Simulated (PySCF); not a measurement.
MoS2ClBr, SMILES [Br][Mo](=[S])([Cl])=[S], multiplicity 1.

The structure is a stationary point at B3LYP-D3(BJ)/def2-SVP. The spin state was assumed, not searched. The structure was generated by enumeration; whether it is a known compound was not checked. The def2 effective core potentials stand for the cores of Mo; spin–orbit coupling is left out.

The numbers are results of M06-2X/def2-TZVP (PySCF), not measurements.

Isolated molecule, no solvent.

The total energy is -3899.04086 hartree and the point group comes out as Cs. The highest occupied level is -8.82 eV and the lowest empty level comes out as -3.28 eV. The orbital gap is 5.54 eV and the dipole moment comes out as 0.40 D. The quadrupole, principal values (traceless, Buckingham form, about the centre of nuclear charge) is -1.82, 0.72, 1.11 D·Å. The mean static polarisability is 115.6 bohr³ (17.13 Å³) and the polarisability, principal values comes out as 105.3, 117.8, 123.7 bohr³.
